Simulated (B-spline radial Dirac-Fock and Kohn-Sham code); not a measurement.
K-line shifts caused by a second vacancy in Tc³⁺

System: Tc³⁺, configuration [Kr] 4d4, inside a Watson sphere of charge -3 and radius 2.4 Å (a model of the Madelung potential; inside it an electron's potential energy is raised by 18.0 eV).

Input of the calculation (task.json; shells as n, l, electrons):

```json
{"items": [{
  "Z": 43,
  "q": 3,
  "cfg": [[1, 0, 2], [2, 0, 2], [2, 1, 6], [3, 0, 2], [3, 1, 6], [3, 2, 10], [4, 0, 2], [4, 1, 6], [4, 2, 4]],
  "A": 97,
  "rrms": 4.4112,
  "watson": [-3, 2.4],
  "do": ["binding", "quiet", "double"]
}]}
```

Run with: `python xray_run.py task.json out`

Level of theory: Dirac-Fock (average of configuration) total-energy differences with a finite nucleus, the Breit interaction including its frequency dependence, and self-energy and vacuum-polarisation corrections; a radial finite-basis atomic code. Each two-hole energy is an average over J within one jj subconfiguration, not an observable level; in light atoms, where LS coupling holds, the j-resolved values are not observed lines, and for a K spectator the Kα1 hypersatellite is nearly forbidden. No correlation.

Lines without a spectator: Kα2 (K-L2) 18249.0 eV, Kα1 (K-L3) 18365.4 eV, Kβ3 (K-M2) 20594.6 eV, Kβ1 (K-M3) 20614.6 eV. Shifts in eV with one spectator hole (a dash: not computed, or left out as unreliable):

```tsv
spectator hole	Kα2	Kα1	Kβ3	Kβ1
L2 (2p1/2)	+50.7	+63.2	–	+136.6
L3 (2p3/2)	+52.2	+51.5	+124.7	–
M2 (3p1/2)	–	+6.38	+14.97	+18.41
M3 (3p3/2)	+5.02	–	+16.19	+15.60
M4 (3d3/2)	+0.45	-1.65	–	–
M5 (3d5/2)	-1.95	-0.49	–	–
```

Q: Where does the K-L3 hypersatellite lie, emitted when both K electrons are missing?

A: +491.3 eV from the normal line, at 18856.8 eV. Removing both K electrons costs 42809.0 eV, which is 665.1 eV more than twice the K binding energy.

With n spectator holes in 2p, averaged over the 2p shell (energies in eV):

| n | KαLⁿ | step | hypersatellite KαʰLⁿ |
| --- | --- | --- | --- |
| 0 | 18326.6 | – | 18814.2 |
| 1 | 18381.4 | +54.8 | 18870.4 |
| 2 | 18437.3 | +56.0 | 18927.7 |
| 3 | 18494.5 | +57.2 | 18986.2 |
| 4 | 18552.9 | +58.4 | 19046.0 |
| 5 | 18612.5 | +59.6 | 19107.0 |
